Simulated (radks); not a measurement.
The numbers below are computed, except where a source is named.
Spherical quantum dot in the effective-mass picture: electrons in a hard-walled sphere of radius 4.63, all in effective atomic units (hartree* = m*/eps^2 hartree, bohr* = eps/m* bohr), one dielectric constant everywhere. Level of theory: non-relativistic Kohn-Sham, exchange-only LDA, spin-polarised, spherical densities (a radial shooting solver with Libxc functionals). Levels are named by radial order and angular momentum (1s, 1p, 1d, 2s, ...), and open shells are averaged over m. Results are scaled to m* = 0.611 and eps = 12.1, for which hartree* = 113.6 meV and bohr* = 1.048 nm.

N = 4, configuration 1s2 1p(up 2, down 0). This is the lowest configuration that the search found. Occupied and some empty levels:

level    occupation  eigenvalue (meV)  <r> (nm)
1s up             1            146.98     2.787
1s down           1            156.34     2.754
1p up             2            167.29     3.068
1p down           0            177.24     3.063
1d up             0            197.27     3.263
1d down           0            207.34     3.266
2s up             0            230.05     2.307
1f up             0            235.47     3.409
2s down           0            236.42     2.309
1f down           0            245.46     3.415

Energy (meV): total 374.145, kinetic 169.21, external 0, Hartree 293.17, exchange-correlation -88.238.
